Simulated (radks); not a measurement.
The numbers below are computed, except where a source is named.
The rubidium ion Rb+ inside a hard spherical wall (all orbitals vanish at R), configuration held at [Kr] and not refilled when levels cross. Code: a radial shooting solver on a logarithmic mesh with Libxc functionals. Model: scalar-relativistic Kohn-Sham, LDA (Slater exchange, Perdew-Wang correlation), spin-polarised, spherical densities, finite nucleus; Fermi nuclear charge, rms radius 4.2036 fm. Eigenvalues in eV for spin up, with the zero of energy where the potential of the charges vanishes at infinity; a dash marks a level that is unbound or too diffuse for the functional's potential to be trusted. A positive occupied level is held by the wall or, in an anion where self-interaction has pushed it up, behind a barrier. The pressure on the wall is -dE/dV.

R (bohr)  E (hartree)  kinetic (hartree)    e(3p)    e(3d)    e(4s)    e(4p)  e(5s, empty)  e(4d, empty)  pressure (GPa)
free      -2977.46169           3048.353  -230.37  -110.06  -37.786  -21.792        -6.017        -3.782               0
12        -2977.46169           3048.353  -230.37  -110.06  -37.786  -21.792        -6.012        -3.774        < 0.0001
8         -2977.46168           3048.353  -230.37  -110.06  -37.785  -21.792        -5.764        -3.608        0.000839
7         -2977.46159           3048.354  -230.36  -110.05  -37.780  -21.787        -5.369        -3.409          0.0111
6         -2977.46069           3048.365  -230.32  -110.01  -37.745  -21.751        -4.346        -2.957           0.147
3.5       -2977.20586           3050.059  -225.92  -105.64  -34.496  -18.096        17.155         5.425             107
2.5       -2975.07478           3059.707  -210.05  -89.924  -20.786   -1.795        79.499        29.598            2050
2         -2969.65144           3079.236  -188.78  -68.860    4.856   28.051        177.20        67.783           11300
1.5       -2948.14707           3146.222  -141.53  -20.684   91.333   123.12        443.98        173.52           87800
